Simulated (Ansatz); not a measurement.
Ansatz results at the PBE0-D4/def2-TZVP geometry: LUMO energy (PBE/def2-TZVPP) -2.91 eV; HOMO–LUMO gap (PBE0/def2-TZVPP) 4.77 eV; HOMO–LUMO gap (ωB97M-V/def2-TZVPP) 8.83 eV.

Each molecule was computed in one conformer, which needn't be the lowest.

(1) Which molecule gave them?
A. `[AlH2][BH]C[SeH]`
B. `CC(O)N[SiH3]`
C. `N=C(O)[SiH3]`
D. `OBCBr`

Results:

(1) A. The others give `OBCBr`: -1.85, 6.97, 11.17; `CC(O)N[SiH3]`: -0.54, 7.46, 11.37; `N=C(O)[SiH3]`: -1.42, 7.47, 11.95.
